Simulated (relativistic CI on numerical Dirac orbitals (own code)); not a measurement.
What each ingredient does to the levels of Pt31+

Base calculation: Dirac-Coulomb-Breit CI, KLI orbitals optimised for each configuration, QED by a radiative potential, unscaled Slater integrals.

Configurations in the expansion (outside the closed core [Ar] 3d10): 4s2.4p6.4d10.4f, 4s2.4p6.4d9.4f2, 4s2.4p6.4d10.5s, 4s2.4p6.4d10.5p, 4s2.4p5.4d10.4f2, 4s2.4p6.4d10.5d, 4s.4p6.4d10.4f2, 4s2.4p4.4d10.4f3, 4s2.4p6.4d9.4f.5s, 4s2.4p6.4d9.5s2, 4s2.4p6.4d10.5f, 4s2.4p6.4d8.4f2.5s, 4s2.4p6.4d9.4f.5p, 4s2.4p6.4d9.5s.5p, 4s2.4p6.4d10.5g, 4s2.4p6.4d10.6s. Levels of other configurations are missing.

The lowest level and the first level of each name with at least 55 % of one term (blank where a level has no safe partner in the second run):

```csv
Level,Base (cm⁻¹),Shift (cm⁻¹)
4s2.4p6.4d10.4f 2F°_5/2,0,0
4s2.4p6.4d10.4f 2F°_7/2,42674,-42674
4s2.4p6.4d10.5s 2S_1/2,1524185,
4s2.4p6.4d9.4f2 4F_3/2,1708491,-30157
4s2.4p6.4d9.4f2 4F_5/2,1713449,-35116
4s2.4p6.4d9.4f2 4K_15/2,1779202,-56073
4s2.4p6.4d9.4f2 4K_17/2,1797328,-74199
4s2.4p6.4d9.4f2 4H_13/2,1798169,-60418
4s2.4p6.4d9.4f2 2D_3/2,1820365,-75267
4s2.4p6.4d9.4f2 2L_17/2,1840076,-55243
4s2.4p6.4d9.4f2 2I_13/2,1841360,
4s2.4p6.4d9.4f2 4I_15/2,1844237,
4s2.4p6.4d9.4f2 2K_15/2,1902259,
```

At this charge energies of transitions that change n are usually good to better than 1 %, and those within a shell (Δn = 0) to a few per cent.

Q: One thing was changed in a second run, which moved the levels as shown. Which?
A. configuration mixing switched off
B. valence Slater integrals scaled by 0.9
C. QED terms removed
D. Breit term removed
E. non-relativistic limit
F. only the first 3 configurations

A: E. Non-relativistic limit. Without relativity the fine structure collapses and s electrons lose their extra binding.

LS names give the leading component of a level, which can be under half, so a name can repeat, a term be missing and a line seem to break the LS rules.
